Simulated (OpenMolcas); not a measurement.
A run on Fe4+ among 6 point charges of -2.2 e arranged as a trigonal prism (D3h), 1.92 Å from the ion, with a polar angle of 53.5° against the regular 49.1°.

```
Program             : OpenMolcas
Method              : SS-CASPT2, IPEA 0.25 Eh, imaginary shift 0.1 Eh (closed shells correlated: 3s 3p)
Basis               : ANO-RCC-VTZP [6s5p3d2f1g]
Scalar Hamiltonian  : DKH2, point nucleus
Active space        : 4 electrons in 5 orbitals (3d)
State averaging     : 2S+1 = 5 even, 5 roots; 2S+1 = 3 even, 45 roots; 2S+1 = 1 even, 50 roots
Spin-orbit coupling : RASSI with atomic mean-field integrals over the reference wave functions
```

First CASPT2 step and the start of its output:

```
&CASPT2
Multistate=5 1 2 3 4 5
NoMult
Frozen=5
IPEA=0.25
Imaginary=0.1
MaxIter=60
WThr=0.0 0.3 0.05
PrWF=0.5
NoMix
```

```
--- CASPT2 ---
Orbital specifications:
      -----------------------

      Symmetry species                           1
                                                 a
      Frozen orbitals                            5
      Inactive orbitals                          4
      Active orbitals                            5
      Secondary orbitals                        45
      Deleted orbitals                           0
      Number of basis functions                 59
Type of calculation                        SS-CASPT2
      Fock operator                              state-specific
      IPEA shift                                 0.25
      Real shift                                 0.00
      Imaginary shift                            0.10
      The input orbitals will be transformed to quasi-canonical
Reference energy:       -1282.0612363659
      E2 (Non-variational):      -0.3330103749
      Shift correction:          -0.0000505141
      E2 (Variational):          -0.3330608889
      Total energy:           -1282.3942972548
      Residual norm:              0.0000001811
      Reference weight:           0.96389
      Contributions to the CASPT2 correlation energy
      Active & Virtual Only:         -0.0411684582
      One Inactive Excited:          -0.1701648886
      Two Inactive Excited:          -0.1216770280
Reference energy:       -1282.0612363645
      E2 (Non-variational):      -0.3330103403
      Shift correction:          -0.0000505131
      E2 (Variational):          -0.3330608534
      Total energy:           -1282.3942972179
      Residual norm:              0.0000001810
      Reference weight:           0.96389
      Contributions to the CASPT2 correlation energy
      Active & Virtual Only:         -0.0411684401
...
```

Over all roots the printed reference weights run from 0.04 to 0.96, and roots that are degenerate in the reference spread by up to 140000 cm-1.

Did the run give usable levels, and if not, why?

No. The equations converged, but the reference weight falls to 0.04 for at least one root against 0.96 for the best. A drop of that size marks an intruder state, so the energies of such roots and the levels built on them can't be trusted.
